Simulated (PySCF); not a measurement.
One molecule, a ladder of functionals, a line

Molecule: SMILES [SiH2](NC)OC, C2H9NOSi.

Atom-mapped SMILES (the numbers label the heavy atoms): `[CH3:1][NH:2][SiH2:3][O:4][CH3:5]` (H(Xn): hydrogen on atom n).

GIAO shieldings (ppm, equivalent atoms averaged) in PySCF 2.14 on the PBE0-D3(BJ)/def2-SVP geometry, basis pcSseg-1, gas phase, non-relativistic:

| functional | exact exchange (%) | σ(C5) | σ(C1) | σ(N2) | σ(Si3) |
| --- | --- | --- | --- | --- | --- |
| BLYP | 0 | 120.5 | 139.5 | 208.8 | 358.4 |
| BP86 | 0 | 125.2 | 144.3 | 214.2 | 363.0 |
| PBE | 0 | 125.8 | 144.8 | 213.5 | 363.1 |
| B3LYP | 20 | 126.1 | 144.9 | 217.8 | 369.7 |
| mPW1PW91 | 25 | 131.0 | 149.8 | 223.4 | 377.4 |
| BHandHLYP | 50 | 133.1 | 151.4 | 228.5 | 388.5 |
| HF | 100 | 143.6 | 160.8 | 242.9 | 424.3 |

Problem. Fit each shielding as a line in the percentage of exact exchange.

Solution. σ(C5) = 123.8 + 0.20 x (rms 1.9 ppm); σ(C1) = 142.9 + 0.18 x (rms 1.9 ppm); σ(N2) = 212.7 + 0.31 x (rms 2.0 ppm); σ(Si3) = 360.5 + 0.62 x (rms 2.4 ppm). The functionals also differ in their semilocal parts, which the line can't hold; Hartree–Fock has no correlation at all.

Problem. What does the line predict for PBE0 (25 %), and what does the run give?

Solution. σ(C5): 128.8 predicted, 132.0 computed; σ(C1): 147.4 predicted, 150.7 computed; σ(N2): 220.4 predicted, 224.0 computed; σ(Si3): 376.0 predicted, 377.9 computed ppm.
